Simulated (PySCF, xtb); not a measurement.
Cl2H4SSi2, SMILES Cl[SiH2]S[SiH2]Cl. The values are those of a single conformer.

Harmonic wavenumbers (cm⁻¹) from GFN2-xTB in xtb 6.7.1 at its own minimum, in rising order: 27, 35, 85, 125, 174, 445, 465, 476, 487, 525, 547, 573, 593, 686, 704, 750, 771, 2299, 2318, 2334, 2375.

Task: What does r2SCAN-D4/def2-SVP (PySCF 2.14.0) give at its own minimum? (Estimate from the structure and the level; the computed values follow.)

Result: 31, 54, 106, 179, 196, 468, 493, 539, 560, 561, 604, 718, 739, 834, 885, 929, 930, 2250, 2253, 2276, 2277. Paired by order, the mean absolute difference is 77 cm⁻¹ and the zero-point energies are 24.0 and 25.6 kcal/mol.
